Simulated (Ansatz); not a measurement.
Isolated molecules relaxed with PBE0-D4/def2-TZVP in Ansatz; ΔE leaves out vibrations. CCSD(T)/CBS adds triple-zeta CCSD(T) − MP2 to the extrapolated MP2 energy (def2 sets, frozen cores). This one scheme is used for every species, atoms too. Functionals use def2-TZVPP. Open shells (•) are unrestricted, without spin–orbit coupling. Spin–orbit coupling would lower the free atoms: a little for C, O, Si; strongly for Te. def2 core potentials past Kr. For Te outer-core shells are correlated without core-valence functions, so the limit isn't a true one: a few kJ/mol of doubt a bond, and 10 to 20 or more in all where bonds break to atoms. Each species was taken in one conformer, which may not be the lowest.

Reaction (atomization): `CC(=O)[Te][SiH3]` → 2 C• + 6 H• + O• + Si• + Te•

```json
{"level": "PBE", "ΔE (eV)": "41.06"}
{"level": "MP2/def2-TZVPP", "ΔE (eV)": "39.86"}
```

Task: What does CCSD(T)/CBS give? (Estimate.)

Result: The calculation gave: +40.47 eV. The listed levels differ from it by 0.59, -0.61 eV.

Largest T1 diagnostic among the species: 0.015.

In def2-TZVPP, CCSD(T) changes the Hartree–Fock value by +10.70 eV (the triples alone add +0.77 eV) and MP2 by +11.33 eV; breaking electron pairs costs correlation energy, which Hartree–Fock lacks. The D4 term adds +0.49 eV with B3LYP and +0.26 eV with PBE0; it sums over pairs of atoms, weighted by their polarisabilities, and B3LYP, whose exchange is more repulsive, gets the larger term. From PBE to PBE0 (25 % exact exchange), in def2-TZVPP and without D4, ΔE moves by −0.91 eV: exact exchange takes away binding that semilocal exchange gives to molecules.

B3LYP here is the variant with VWN-RPA as its local correlation; programs differ in this.

For atomizations the MP2-based limit and the directly extrapolated one differ by several kJ/mol either way, and by 10 to 25 for some Ge, Se and Sn compounds, so smaller differences from it don't rank the levels.
